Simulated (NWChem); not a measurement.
System meant: C4H4OS; SMILES C=C=CSC=O

Here is an NWChem input.

```
start job
memory heap 200 mb stack 900 mb global 1100 mb
geometry units angstroms noautoz
  C      1.042252     2.644461    -0.169449
  C      0.057260     1.793840    -0.049019
  C     -0.934798     0.943311     0.067601
  S     -0.884476    -0.717438    -0.550985
  C      0.646242    -1.290165     0.176480
  O      1.098137    -2.374957    -0.019669
  H      1.837838     2.710917     0.580334
  H      1.097925     3.321164    -1.029389
  H     -1.864384     1.229333     0.572625
  H      1.111355    -0.507020     0.825482
end
basis spherical
  C library def2-svp
  S library def2-svp
  O library def2-svp
  H library def2-svp
end
dft
  xc xpbe96 cpbe96
  iterations 4
  mulliken
end
task dft energy
```

End of the output:

```
    Atom       Charge   Shell Charges
 -----------   ------   -------------------------------------------------------
    1 C    6     6.11   1.97  0.59  0.32  1.91  1.26  0.07
    2 C    6     5.98   1.97  0.65  0.30  1.81  1.16  0.08
    3 C    6     6.21   1.96  0.62  0.34  1.90  1.30  0.09
    4 S   16    15.66   2.00  1.95  0.98  0.63  5.80  1.89  2.29  0.11
    5 C    6     6.09   1.97  0.65  0.35  1.80  1.12  0.20
    6 O    8     8.10   1.97  0.93  0.65  2.67  1.84  0.03
    7 H    1     0.95   0.62  0.26  0.07
    8 H    1     0.95   0.62  0.26  0.07
    9 H    1     0.95   0.62  0.26  0.07
   10 H    1     1.01   0.64  0.30  0.07

 center of mass
 --------------
 x =  -0.04357213 y =  -0.12476270 z =  -0.02027215

 moments of inertia (a.u.)
 ------------------
        1026.941750331644          -0.000000000000           0.000000000000
          -0.000000000000         329.774947493288          -0.000000000000
           0.000000000000          -0.000000000000        1302.284338222510

     Multipole analysis of the density
     ---------------------------------

     L   x y z        total         alpha         beta         nuclear
     -   - - -        -----         -----         ----         -------
     0   0 0 0     -0.000000    -26.000000    -26.000000     52.000000

     1   1 0 0     -0.193348     -0.096674     -0.096674      0.000000
     1   0 1 0      1.145406      0.572703      0.572703     -0.000000
     1   0 0 1      0.295861      0.147930      0.147930     -0.000000

     2   2 0 0    -30.042170    -98.749833    -98.749833    167.457496
     2   1 1 0      2.420771     -3.708160     -3.708160      9.837091
     2   1 0 1     -0.290136      0.835573      0.835573     -1.961281
     2   0 2 0    -34.084690   -284.964442   -284.964442    535.844194
     2   0 1 1     -0.810650      1.051473      1.051473     -2.913597
     2   0 0 2    -30.899230    -24.925590    -24.925590     18.951950

 ------------------------------------------------------------------------
 dft energy failed                                                                                  0
 ------------------------------------------------------------------------
 ------------------------------------------------------------------------
  current input line :
    26: task dft energy
 ------------------------------------------------------------------------
 ------------------------------------------------------------------------
 This type of error is most commonly associated with calculations not reaching convergence criteria
 ------------------------------------------------------------------------
 For more information see the NWChem manual at https://nwchemgit.github.io

0:dft energy failed:Received an Error in Communication
```

Problem. What is wrong, and how is it mended?

Solution. Convergence was not reached. Cause: the SCF was allowed too few iterations. This input runs:
```
start job
memory heap 200 mb stack 900 mb global 1100 mb
geometry units angstroms noautoz
  C      1.042252     2.644461    -0.169449
  C      0.057260     1.793840    -0.049019
  C     -0.934798     0.943311     0.067601
  S     -0.884476    -0.717438    -0.550985
  C      0.646242    -1.290165     0.176480
  O      1.098137    -2.374957    -0.019669
  H      1.837838     2.710917     0.580334
  H      1.097925     3.321164    -1.029389
  H     -1.864384     1.229333     0.572625
  H      1.111355    -0.507020     0.825482
end
basis spherical
  C library def2-svp
  S library def2-svp
  O library def2-svp
  H library def2-svp
end
dft
  xc xpbe96 cpbe96
  iterations 150
  mulliken
end
task dft energy
```
It converges to -627.43422 Ha (PBE/def2-SVP).
